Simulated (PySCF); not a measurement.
Isomers of C8H8Cl2, from PBE0-D3(BJ)/def2-SVP geometry optimisation, gas phase in PySCF 2.14.0. One conformer each, no zero-point energy, no frequencies.

Task: Which isomer lies lower at this level?
A. `[Cl:1][CH:2]([Cl:3])[C:4]1=[CH:5][CH:6]=[CH:7][CH:8]=[CH:9][CH2:10]1` with Cl1–C2–C4–C5 -117°, C4–C5–C6–C7 31°, C6–C7–C8–C9 -32°, C8–C9–C10–C4 68°, C2–C4–C10–C9 113°: A = 1729, B = 641.1, C = 563.7 MHz, dipole 1.91 D
B. `[CH2:1]=[C:2]([Cl:3])/[CH:4]=[C:5](\[Cl:6])[C:7]#[C:8][CH2:9][CH3:10]` with C1–C2–C4–C5 180°: A = 2179, B = 392.5, C = 334.8 MHz, dipole 3.10 D

Result: A. That is `ClC(Cl)C1=CC=CC=CC1`, 42.7 kcal/mol below the other.

```json
{"SMILES": "ClC(Cl)C1=CC=CC=CC1", "mapped SMILES": "[Cl:1][CH:2]([Cl:3])[C:4]1=[CH:5][CH:6]=[CH:7][CH:8]=[CH:9][CH2:10]1", "E (Eh)": "-1228.85939", "relative (kcal/mol)": "0.0", "relative (kJ/mol)": "0.0", "dipole (D)": "1.91"}
{"SMILES": "C=C(Cl)/C=C(\\Cl)C#CCC", "mapped SMILES": "[CH2:1]=[C:2]([Cl:3])/[CH:4]=[C:5](\\[Cl:6])[C:7]#[C:8][CH2:9][CH3:10]", "E (Eh)": "-1228.79132", "relative (kcal/mol)": "42.7", "relative (kJ/mol)": "178.7", "dipole (D)": "3.10"}
```

As drawn, the higher has a C≡C bond, which the lower lacks.
